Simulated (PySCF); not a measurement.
# Ni²⁺: excitation energy

Ni²⁺ [Ar] 3d8 (3F) → Ni²⁺ [Ar] 3d7 4s1 (5F), as a difference of total energies. Calculation: PySCF 2.14, in aug-cc-pVTZ with one added diffuse shell each of s, p, d, f, g type (9s8p6d4f3g, 118 functions); no relativity, point nucleus. Correlated levels: valence: [Ar] frozen. The calculations carry no spin-orbit coupling.

```
           method  excitation energy (eV)
              UHF                   5.650
              LDA                   7.343
              PBE                   7.144
             PBE0                   7.003
           r2SCAN                   7.067
          r2SCANh                   7.012
            B3LYP                   7.017
    MP2 (valence)                   7.273
SCS-MP2 (valence)                   7.437
```

Question: How much does correlation contribute at MP2 (valence)?

Answer: 7.273 − (5.650) = 1.623 eV, measured against UHF.

A first-order spin-orbit estimate (lowest level to lowest level, LS coupling) adds -0.011 eV.
